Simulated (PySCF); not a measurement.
Spinor energies of C²⁺ (carbon, charge +2)

Start: [He] 2s2. Calculated with PySCF 2.14 in x2c-SVPall-2c with one added diffuse shell of s type (4s2p1d, 15 functions): generalised Hartree-Fock with the X2C-1e Hamiltonian and a Gaussian nucleus; one run each with spin-orbit coupling (SO) switched off, then screened by Boettger's factors. This is a chosen level, not necessarily the ground level.

```tsv
spinor shell	electrons	ε, spin-free (eV)	ε, screened SO (eV)	weight of nominal j (screened SO)	rms radius, screened SO (bohr)
1s1/2	2	-344.85	-344.85	1.000	0.311
2s1/2	2	-45.697	-45.697	1.000	1.51
```

```json
{"quantity": "E (hartree)", "spin-free": "-36.36609", "screened SO": "-36.36609"}
{"quantity": "M_J", "spin-free": "0", "screened SO": "0"}
{"quantity": "⟨J²⟩", "spin-free": "0.000", "screened SO": "0.000"}
{"quantity": "⟨L²⟩", "spin-free": "0.000", "screened SO": "0.000"}
{"quantity": "⟨S²⟩", "spin-free": "0.000", "screened SO": "0.000"}
```

Without spin-orbit coupling the j labels of p, d and f shells carry no meaning; the spin-free column gives the mean over the occupied spinors of each nl shell.
